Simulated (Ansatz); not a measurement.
Basis-set series for `F[CH]1O[CH2][GaH]1`. The species carries charge 0 and has multiplicity 1. The structure was optimised at the PBE0-D4/def2-TZVP level.

Z-matrix (Å, degrees):
```
C
O 1 1.387
F 1 1.402 2 110.2
Ga 1 2.027 2 89.5 3 -109.6
H 1 1.091 2 109.6 3 116.3
C 2 1.443 1 108.5 3 91.8
H 4 1.563 1 146.0 2 -163.4
H 6 1.092 2 109.3 1 139.8
H 6 1.094 2 111.1 1 -100.1
```

```tsv
functional	basis	functions	energy (Eh)	HOMO (eV)	LUMO (eV)
PBE0-D4	def2-TZVPP	228	-2178.06066	-7.18	-1.77
PBE0-D4	def2-QZVPP	437	-2178.11753	-7.22	-1.82
ωB97M-V	def2-TZVPP	228	-2178.39181	-9.42	-0.10
ωB97M-V	def2-QZVPP	437	-2178.44682	-9.46	-0.25
```

Question: Give the rows for def2-SVP. (Estimate.)

Answer: Ansatz gave: 
| functional | basis | functions | energy (Eh) | HOMO (eV) | LUMO (eV) |
| --- | --- | --- | --- | --- | --- |
| PBE0-D4 | def2-SVP | 108 | -2177.51384 | -7.10 | -1.73 |
| ωB97M-V | def2-SVP | 108 | -2177.83789 | -9.32 | -0.02 |

Scalar relativity is left out up to krypton.
